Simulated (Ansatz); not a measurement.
Mg2Te. Charge 0, multiplicity 3. Geometry B3LYP-D4/def2-TZVP; atoms count from 1.

| atom | x (Å) | y (Å) | z (Å) |
| --- | --- | --- | --- |
| Mg1 | -0.971 | 0.166 | 1.781 |
| Mg2 | -0.118 | -0.719 | -1.901 |
| Te3 | 1.089 | 0.553 | 0.119 |

In the def2 sets Te takes a core potential; there is no spin–orbit coupling. The structure comes from a short search, and lower isomers may exist.

Problem. Estimate the Mulliken populations from the PBE0/def2-TZVP orbitals of Ansatz.

Solution. 
```
atom  charge (e)  spin (α − β)
 Mg1        0.28          0.81
 Mg2        0.28          0.81
 Te3       -0.56          0.39
```
Mulliken values depend strongly on the basis.

Problem. Where does the spin sit?

Solution. Summed by element: Mg 1.61, Te 0.39, of 2 unpaired in all. Largest on single atoms: Mg1 0.81, Mg2 0.81, Te3 0.39.

Problem. And the Mayer bond orders between heavy atoms (over 0.3)?

Solution. Mg1–Te3 1.01 (2.67 Å); Mg2–Te3 1.01 (2.67 Å).
